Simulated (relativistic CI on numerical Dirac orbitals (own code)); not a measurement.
Hyperfine structure of Eu¹⁵⁺, mass number 153

Computed by Dirac-Coulomb-Breit CI, separate exchange-only KLI orbitals for each configuration, QED by a radiative potential, unscaled Slater integrals (own radial code, finite nucleus).

Configurations in the expansion (outside the closed core [Kr]): 4d¹⁰4f², 4d¹⁰4f5s, 4d¹⁰5s², 4d¹⁰5s5p, 4d¹⁰4f5p, 4d¹⁰5p², 4d¹⁰5s5d, 4d¹⁰4f5d, 4d⁹4f³, 4d¹⁰5p5d, 4d⁹4f5s², 4d¹⁰5d², 4d¹⁰4f6s, 4d¹⁰4f5f, 4d⁹4f5s5p, 4d⁹4f²5s. Levels of other configurations are missing.

Nuclear spin I = 5/2, μ = 1.5294 μN, Q = 2.41 b (tables of Stone and Pyykkö). The electronic factors are computed for point nuclear moments, without core polarisation or the Bohr-Weisskopf and QED corrections.

```
      Level  E (cm⁻¹)  A (MHz)  B (MHz)
4d¹⁰4f² ³H4       0.0    900.9     3630
4d¹⁰4f² ³H5    5697.7    652.5     3820
4d¹⁰4f² ³F2   11343.3    863.8    -1080
4d¹⁰4f² ³H6   11394.1    512.9     4240
4d¹⁰4f² ¹G4   14957.1    625.7    -26.1
4d¹⁰4f² ³F3   15106.2    579.2    -1100
4d¹⁰4f² ³F4   22458.5    500.5     -324
4d¹⁰4f² ¹D2   39013.3    601.8    -2510
```

Levels with J = 0, under 50 % of one LS term, or S terms without an open s electron are left out. Small factors come from cancelling terms and can be off by tens of per cent or more.

At this charge transitions that keep the count of f electrons are usually good to a few per cent. Terms inside the open d or f shell come out 10 to 20 % too wide with unscaled integrals. Levels and lines within the n = 5 or 6 shells can be off by up to 10 % or somewhat more, and those that change n by about 2 %, since core polarisation is missing. Levels that differ in their count of f electrons can be misplaced by several ten thousand cm⁻¹, since the correlation energy of f electrons is missing or only estimated; rates across such gaps can be off by orders of magnitude.

Question: Give the hyperfine levels of 4d¹⁰4f² ³H4 relative to its centre of gravity.

Answer: With K = F(F + 1) − I(I + 1) − J(J + 1), E = AK/2 + B[¾K(K + 1) − I(I + 1)J(J + 1)]/[2I(2I − 1)J(2J − 1)]: F = 3/2: -9476, F = 5/2: -8295, F = 7/2: -6232, F = 9/2: -2879, F = 11/2: 2290, F = 13/2: 9917 MHz.

LS names give the leading component of a level, which can be under half, so a name can repeat, a term be missing and a line seem to break the LS rules.
